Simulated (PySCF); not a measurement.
A geometry optimisation, step by step.

CH₅NOSi.
SMILES with atom numbers: `[O:1]=[CH:2][NH:3][SiH3:4]` (hydrogens: H5 on C2; H6 on N3; H7, H8, H9 on Si4)

Computed by this run: PBE0-D3(BJ)/def2-SVP geometry optimisation, gas phase (PySCF 2.14.0); density fitting, grid level 1; the optimiser is geomeTRIC in internal coordinates, started from a GFN2-xTB structure. The frame can shift and turn from step to step; on so coarse a grid that alone can change the energy by a few meV, and forces under 0.02 eV/Å are noise.

Step 0: E = -12519.2905 eV, largest atomic force 0.688 eV/Å
```
atom  x, y, z in Å  |  force x, y, z in eV/Å
O1      1.284   -1.312    0.400    0.056  -0.666   0.163
C2      1.415   -0.141    0.137    0.458  -0.008   0.021
N3      0.359    0.639   -0.128   -0.235   0.387  -0.080
Si4    -1.201   -0.178   -0.057    0.347   0.331  -0.052
H5      2.400    0.357    0.097    0.350   0.151  -0.005
H6      0.505    1.612   -0.341    0.046   0.307  -0.066
H7     -1.408   -0.672    1.299   -0.265  -0.284   0.488
H8     -2.113    0.922   -0.379   -0.534   0.275  -0.112
H9     -1.214   -1.216   -1.079   -0.223  -0.493  -0.358
```

Step 1: E = -12519.3580 eV, largest atomic force 0.609 eV/Å
```
atom  x, y, z in Å  |  force x, y, z in eV/Å
O1      1.473   -1.330    0.418   -0.282   0.359  -0.102
C2      1.483   -0.147    0.144    0.411  -0.430   0.126
N3      0.375    0.592   -0.114   -0.249  -0.123   0.022
Si4    -1.241   -0.163   -0.064    0.285   0.225  -0.034
H5      2.439    0.424    0.086    0.010   0.104  -0.023
H6      0.522    1.571   -0.328   -0.042   0.047  -0.016
H7     -1.528   -0.674    1.298   -0.041  -0.080   0.033
H8     -2.158    0.964   -0.394   -0.046  -0.011  -0.007
H9     -1.339   -1.225   -1.096   -0.047  -0.090  -0.001
```

Step 2: E = -12519.3285 eV, largest atomic force 1.096 eV/Å
```
atom  x, y, z in Å  |  force x, y, z in eV/Å
O1      1.367   -1.304    0.405    0.718  -0.172   0.086
C2      1.504   -0.128    0.142   -0.995  -0.458   0.037
N3      0.389    0.610   -0.117    0.221   0.702  -0.143
Si4    -1.219   -0.164   -0.064    0.163  -0.066   0.030
H5      2.488    0.405    0.095   -0.186  -0.091   0.006
H6      0.524    1.593   -0.333   -0.102   0.007  -0.013
H7     -1.516   -0.695    1.301    0.034   0.043  -0.114
H8     -2.179    0.939   -0.392    0.128  -0.056   0.019
H9     -1.330   -1.246   -1.089    0.021   0.092   0.091
```

Step 3: E = -12519.3638 eV, largest atomic force 0.395 eV/Å
```
atom  x, y, z in Å  |  force x, y, z in eV/Å
O1      1.418   -1.319    0.412    0.152   0.048   0.001
C2      1.488   -0.139    0.143   -0.193  -0.340   0.060
N3      0.380    0.602   -0.116   -0.007   0.225  -0.041
Si4    -1.229   -0.164   -0.063    0.232   0.117  -0.011
H5      2.458    0.412    0.090   -0.067   0.020  -0.009
H6      0.521    1.583   -0.331   -0.064   0.025  -0.013
H7     -1.517   -0.682    1.300   -0.022  -0.043  -0.010
H8     -2.164    0.952   -0.392   -0.001  -0.018  -0.001
H9     -1.328   -1.233   -1.093   -0.030  -0.035   0.025
```

Step 4: E = -12519.3676 eV, largest atomic force 0.144 eV/Å
```
atom  x, y, z in Å  |  force x, y, z in eV/Å
O1      1.387   -1.323    0.410   -0.020  -0.026   0.003
C2      1.470   -0.145    0.143    0.075   0.120  -0.024
N3      0.381    0.626   -0.121   -0.024  -0.059   0.019
Si4    -1.212   -0.161   -0.063   -0.013   0.048  -0.013
H5      2.447    0.395    0.094   -0.015  -0.013   0.003
H6      0.523    1.607   -0.336    0.011  -0.051   0.011
H7     -1.494   -0.688    1.300   -0.004  -0.009  -0.022
H8     -2.168    0.938   -0.390   -0.001  -0.010  -0.002
H9     -1.307   -1.237   -1.087   -0.009   0.001   0.024
```

Step 5: E = -12519.3686 eV, largest atomic force 0.040 eV/Å
```
atom  x, y, z in Å  |  force x, y, z in eV/Å
O1      1.415   -1.322    0.411   -0.011   0.025  -0.004
C2      1.480   -0.144    0.144    0.025  -0.030   0.002
N3      0.381    0.614   -0.118   -0.030  -0.010   0.007
Si4    -1.219   -0.160   -0.064    0.016   0.029  -0.007
H5      2.448    0.409    0.092    0.003   0.006   0.001
H6      0.521    1.594   -0.333   -0.004   0.003  -0.002
H7     -1.510   -0.687    1.296   -0.001  -0.011  -0.001
H8     -2.166    0.945   -0.394    0.002  -0.001  -0.002
H9     -1.322   -1.237   -1.085   -0.001  -0.011   0.006
```

Step 6: E = -12519.3687 eV, largest atomic force under 0.02 eV/Å
```
atom  x, y, z in Å  |  force x, y, z in eV/Å
O1      1.416   -1.321    0.411    0.002   0.006  -0.003
C2      1.481   -0.142    0.144    0.000  -0.012   0.007
N3      0.380    0.614   -0.117   -0.006   0.004   0.001
Si4    -1.218   -0.160   -0.064    0.003   0.007  -0.003
H5      2.448    0.412    0.092    0.000   0.002  -0.002
H6      0.519    1.595   -0.332   -0.002   0.002  -0.002
H7     -1.511   -0.689    1.295    0.000  -0.004   0.000
H8     -2.166    0.944   -0.395    0.002  -0.001  -0.001
H9     -1.321   -1.239   -1.083    0.001  -0.004   0.003
```

Q: Summarise the path.

A: The energy falls by 0.0782 eV from step 0 to step 6; nine tenths of that is first reached at step 3. It rises by more than 0.2 meV at step 2. The largest force goes from 0.688 to under 0.02 eV/Å. Among the bonds Si4–H9 changes most (a near tie, within 0.001 Å, with another), from 1.456 to 1.488 Å; the atoms move by 0.079 Å rms after alignment.

What follows is the cost of the whole optimisation. On an Intel Xeon Platinum 8488C with one thread, on a shared host, this took 13 s wall and 0.35 GiB of memory at its peak.
